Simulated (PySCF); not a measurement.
A structure optimised at PBE-D3(BJ)/def2-SVP, used in a PySCF frequency run:

```xyz
12

F      0.7224    -2.0426    -0.8701
Si     0.3622    -1.0641     0.3923
C     -1.4524    -0.4944     0.3038
N     -1.3864     0.8894    -0.1667
Si     0.1524     1.7122    -0.1293
O      1.1632     0.3979     0.2329
H      0.7983    -1.7937     1.6197
H     -1.9473    -0.6107     1.3000
H     -2.0031    -1.1553    -0.4052
H     -2.2776     1.3354    -0.3897
H      0.5146     2.3428    -1.4455
H      0.3217     2.7493     0.9505
```

Write its SMILES and formula.

F[Si@@H]1CN[SiH2]O1, CH6FNOSi2

What are its rotational constants (standard atomic weights)?

4.0948, 1.9004, 1.5203 GHz
